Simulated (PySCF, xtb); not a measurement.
1,1,1,3,3,3-hexafluoropropan-2-yl 2-fluoroprop-2-enoate (C6H3F7O2), SMILES C=C(F)C(=O)OC(C(F)(F)F)C(F)(F)F. Atoms are numbered in the order given.

```xyz
18

C      4.1918     0.3377     0.0000
C      2.9819    -0.2470     0.0000
F      2.8257    -1.5761     0.0000
C      1.7187     0.5506     0.0000
O      1.6648     1.7619     0.0000
O      0.6241    -0.2760     0.0000
C     -0.6388     0.3709     0.0000
C     -1.3698    -0.0128     1.2976
F     -1.5976    -1.3335     1.3838
F     -2.5505     0.6313     1.3767
F     -0.6121     0.3544     2.3517
C     -1.3698    -0.0128    -1.2976
F     -2.5505     0.6313    -1.3767
F     -1.5976    -1.3335    -1.3838
F     -0.6121     0.3544    -2.3517
H      4.2492     1.4337     0.0000
H      5.1084    -0.2676     0.0000
H     -0.5004     1.4728     0.0000
```
Charge 0, spin multiplicity 1.

The structure is a stationary point at PBE-D3(BJ)/def2-SVP. Other conformers were not sampled.

Method: C-PCM-M06-2X/def2-SVP run with PySCF.

The values are the electrostatic part of the solvation free energy, E(continuum) − E(gas) at the gas-phase geometry, in a cavity of scaled van der Waals radii (PySCF's table); cavitation and dispersion terms are not included. In vacuum the orbital gap is 8.50 eV. The dipole moment in vacuum is 2.59 D.

| solvent | ε | ΔG(elec) (kcal/mol) | dipole (D) | gap (eV) |
|---|---|---|---|---|
| water | 78.36 | -5.3 | 3.16 | 8.48 |
| diethylether | 4.24 | -4.0 | 3.01 | 8.49 |
| benzene | 2.27 | -2.9 | 2.88 | 8.49 |

For comparison, GFN2-xTB/ALPB(water) (xtb, at the GFN2-xTB geometry, all terms of that model) gives -3.0 kcal/mol.
